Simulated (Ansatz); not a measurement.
Born–Oppenheimer molecular dynamics of C2H7AlClN (12 atoms, charge 0, multiplicity 1). It starts from a rough guess of a transition structure, not a stationary point.

These are results of UKS B3LYP/STO-3G in Ansatz 0.2.0, not measurements.

```json
{"ensemble": "NVE (velocity Verlet)", "time step": "0.5 fs", "steps asked": "136", "starting velocities drawn for": "1000 K", "seed": "812350"}
```

First frame:

```xyz
12
Properties=species:S:1:pos:R:3
Al -0.579 -0.361 0.194
Cl -1.058 -1.296 -2.186
N 0.669 0.502 -0.650
C 1.856 1.319 -0.768
H 0.218 -0.183 -1.705
C -1.731 -1.040 1.666
H 1.744 2.043 -1.581
H 2.028 1.873 0.156
H 2.745 0.712 -0.969
H -1.136 -1.442 2.491
H -2.400 -0.276 2.080
H -2.357 -1.851 1.273
```

Task: How far do the bonds stretch over the last three quarters of this one trajectory? (Pairs bonded in most of those frames.)

Result: 
| bond | mean (Å) | spread (Å) | shortest | longest |
| --- | --- | --- | --- | --- |
| Al1–Cl2 | 2.152 | 0.195 | 1.86 | 2.39 |
| Al1–N3 | 1.749 | 0.057 | 1.65 | 1.84 |
| Al1–C6 | 1.930 | 0.114 | 1.75 | 2.17 |
| N3–C4 | 1.493 | 0.045 | 1.43 | 1.57 |
| N3–H5 | 1.111 | 0.133 | 0.89 | 1.31 |
| C4–H7 | 1.122 | 0.052 | 1.04 | 1.20 |
| C4–H8 | 1.117 | 0.051 | 1.04 | 1.19 |
| C4–H9 | 1.115 | 0.040 | 1.05 | 1.18 |
| C6–H10 | 1.103 | 0.024 | 1.06 | 1.15 |
| C6–H11 | 1.107 | 0.038 | 1.05 | 1.16 |
| C6–H12 | 1.105 | 0.032 | 1.05 | 1.15 |

Mean temperature of the second half: 2117 K. The conserved energy stayed within 1.6 meV per atom of its start (net change 0.67 meV per atom), so there is no drift, though single steps change it by up to 21 meV in the whole system, a sign of fast motions only just resolved. The system heated up, since it started high on the potential surface and ran downhill. A run of 0.068 ps of so small a system gives no equilibrium averages. The orbitals stay closed-shell, which can raise the energy where a bond breaks towards radicals; this wasn't checked here. Limits of this set-up: minimal basis.

Run time: 19 min on 1 CPU thread of a shared host.
